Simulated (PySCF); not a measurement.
PySCF job for biphenyl (C12H10), SMILES c1ccc(-c2ccccc2)cc1, B3LYP/pcSseg-1. Geometry: B3LYP-D3(BJ)/def2-SVP. Other conformers were not sampled.

```python
import numpy as np
from pyscf import gto, scf, dft
from pyscf.prop.nmr import rks as nmr

mol = gto.M(
    atom='''
    C     3.56594089   -0.00000000   -0.00000000
    C     2.86119443   -0.38175774    1.14501093
    C     1.46560579   -0.38174791    1.14443407
    C     0.74225501    0.00000000    0.00000000
    C    -0.74225501   -0.00000001   -0.00000000
    C    -1.46560579    0.38174792    1.14443407
    C    -2.86119444    0.38175774    1.14501093
    C    -3.56594089   -0.00000000    0.00000000
    C    -2.86119444   -0.38175774   -1.14501093
    C    -1.46560579   -0.38174792   -1.14443406
    C     1.46560579    0.38174792   -1.14443407
    C     2.86119444    0.38175774   -1.14501093
    H     4.65849152   -0.00000000    0.00000000
    H     3.40184286   -0.69033259    2.04318683
    H     0.92580810   -0.70613105    2.03658546
    H    -0.92580811    0.70613106    2.03658545
    H    -3.40184286    0.69033259    2.04318683
    H    -4.65849152   -0.00000000   -0.00000000
    H    -3.40184287   -0.69033259   -2.04318684
    H    -0.92580810   -0.70613105   -2.03658546
    H     0.92580810    0.70613105   -2.03658546
    H     3.40184287    0.69033259   -2.04318684
    ''',
    basis='pcSseg-1',
    charge=0,
    spin=0,
    max_memory=1600,
    verbose=3,
)
mf = dft.RKS(mol, xc='b3lyp').density_fit(auxbasis='def2-universal-jkfit')
mf.grids.level = 3
mf.conv_tol = 1e-10
mf.max_cycle = 100
mf.kernel()
n = nmr.NMR(mf)
n.verbose = 2
n.max_cycle_cphf = 60
sigma = n.kernel()
print('atom   isotropic/ppm   span/ppm')
for i, s in enumerate(sigma):
    w = np.linalg.eigvalsh((s + s.T) / 2)
    print(f'{mol.atom_symbol(i):2s}{i + 1:3d} {w.mean():14.3f} {w[2] - w[0]:11.3f}')
```

Program output:

```
converged SCF energy = -463.259782961004
atom   isotropic/ppm   span/ppm
C   1         45.324     236.822
C   2         43.779     236.990
C   3         45.073     220.922
C   4         29.490     225.874
C   5         29.490     225.874
C   6         45.073     220.922
C   7         43.779     236.990
C   8         45.324     236.822
C   9         43.779     236.990
C  10         45.073     220.922
C  11         45.073     220.922
C  12         43.779     236.990
H  13         24.032       5.815
H  14         23.928       6.540
H  15         23.839      10.261
H  16         23.839      10.261
H  17         23.928       6.540
H  18         24.032       5.815
H  19         23.928       6.540
H  20         23.839      10.261
H  21         23.839      10.261
H  22         23.928       6.540
```

Self-consistency was reached.
